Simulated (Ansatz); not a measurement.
System: InH, net charge 0, singlet state. SMILES: [InH]
Geometry: optimised at B3LYP-D3(BJ)/def2-TZVP (Ansatz, an electronic-structure program).

Wanted: vertical triplet-singlet gap, E(triplet) - E(singlet), in eV. Terms: STO-3G and 3-21G all-electron and non-relativistic; def2 sets with scalar-relativistic core potentials past Kr; each state is the SCF solution reached for its charge and spin; UHF or UKS for open shells; spin-orbit terms left out. Ab initio and DFT rows: single points at B3LYP-D3(BJ) geometries (Ansatz). Levels can end on unlike triplets.

```json
[
 {"species": "charge 0, triplet", "coefficient": "+1", "E at B3LYP/STO-3G (Ansatz), Eh": "-5685.27358", "E at wB97X-V/def2-TZVPD (Ansatz), Eh": "-190.60660"},
 {"species": "charge 0, singlet", "coefficient": "-1", "E at B3LYP/STO-3G (Ansatz), Eh": "-5685.34759", "E at wB97X-V/def2-TZVPD (Ansatz), Eh": "-190.68810"}
]
```

 1 Eh = 27.2114 eV.

**Question.** Work the quantity out at each level.

**Answer.** 
- B3LYP/STO-3G: the sum of coefficient times E is 0.07401 Eh, or 2.014 eV. Result: 2.01 eV.
- wB97X-V/def2-TZVPD: the sum of coefficient times E is 0.08150 Eh, or 2.218 eV. Result: 2.22 eV.
